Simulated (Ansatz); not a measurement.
```yaml
crystal:
  periodic: [false, false, false]
  atoms:
    - {symbol: B, position_ang: [-0.295504, 1.876568, -1.032699]}
    - {symbol: Si, position_ang: [0.433114, 0.065839, -0.650436]}
    - {symbol: Si, position_ang: [1.388364, 0.083356, 1.491183]}
    - {symbol: Si, position_ang: [-1.361318, -1.435039, -0.485128]}
    - {symbol: H, position_ang: [-1.095611, 2.344089, -0.275724]}
    - {symbol: H, position_ang: [1.726614, -0.403675, -1.633842]}
    - {symbol: H, position_ang: [1.426614, -0.453675, -1.633842]}
    - {symbol: H, position_ang: [0.356174, 0.493674, 2.480488]}
    - {symbol: H, position_ang: [2.531024, 1.032647, 1.573620]}
    - {symbol: H, position_ang: [1.878011, -1.276811, 1.843251]}
    - {symbol: H, position_ang: [-2.122168, -1.522356, -1.760760]}
    - {symbol: H, position_ang: [-0.860249, -2.792914, -0.140186]}
    - {symbol: H, position_ang: [-2.282871, -0.975605, 0.588249]}
basis:
  gaussian: {orbitals: STO-3G}
magnetization: {spin_polarized: true, initial_magnetization: 0}
hamiltonian: {xc: {name: SVWN5}}
output: {forces: true}
```

```sh
$ ansatz run in.yaml --threads 4 --pin off --events-out ev --progress --plain --max-ram 10444MiB
```

Shortened log:

```
Functional definition: SVWN5
466 factors; integrals over basis functions are off by at most 5.2e-5 eV
mean field evaluation 1: about -24034.7414 eV, gradient 2.7e1 eV
mean field evaluation 2: about -24013.7349 eV, gradient 4.6e1 eV
mean field evaluation 4: about -24041.9133 eV, gradient 8.5e0 eV
mean field evaluation 8: about -24042.5489 eV, gradient 2.1e0 eV
mean field evaluation 16: about -24042.5072 eV, gradient 2.3e-3 eV
mean field evaluation 32: about -24042.6017 eV, gradient 1.2e-3 eV
mean field -24042.60171234 eV, -883.5493162677 hartree, gradient 1.1e-5 eV, S^2 0.520246; 11 other end points of the search recorded, 0 dependent functions left out
reference -24042.60173685 eV, -883.5493171686 hartree; 28, 28 occupied and 13, 13 virtual orbitals, 466 factors
Total energy: -24042.60173685 eV, -883.5493171686 hartree
Atom 0 at    -0.295504     1.876568    -1.032699 Å, force     0.802285    -2.654397     1.070850 eV/Å
Atom 1 at     0.433114     0.065839    -0.650436 Å, force    -9.283742     4.377884     7.572603 eV/Å
Atom 2 at     1.388364     0.083356     1.491183 Å, force    -0.084851     0.024539    -1.021721 eV/Å
Atom 3 at    -1.361318    -1.435039    -0.485128 Å, force     0.633083     0.596515    -0.263004 eV/Å
Atom 4 at    -1.095611     2.344089    -0.275724 Å, force     0.284510     0.140506    -0.612211 eV/Å
Atom 5 at     1.726614    -0.403675    -1.633842 Å, force   120.954344    17.870597    -3.640979 eV/Å
Atom 6 at     1.426614    -0.453675    -1.633842 Å, force  -113.498850   -20.687969    -2.561745 eV/Å
Atom 7 at     0.356174     0.493674     2.480488 Å, force     0.604345    -0.270824    -0.498357 eV/Å
Atom 8 at     2.531024     1.032647     1.573620 Å, force    -0.652219    -0.568718     0.007935 eV/Å
Atom 9 at     1.878011    -1.276811     1.843251 Å, force    -0.257994     0.781773    -0.096954 eV/Å
Atom 10 at    -2.122168    -1.522356    -1.760760 Å, force     0.422722     0.014472     0.764315 eV/Å
Atom 11 at    -0.860249    -2.792914    -0.140186 Å, force    -0.352460     0.740329    -0.172207 eV/Å
Atom 12 at    -2.282871    -0.975605     0.588249 Å, force     0.428827    -0.364707    -0.548526 eV/Å
Dipole moment:     0.242936    -0.314013    -0.028912 e Å
```

(1) Something in this input is off. What?

Answers

(1) One atom was put on top of another. Self-consistency was reached. The result belongs to that input, not to the molecule as meant.
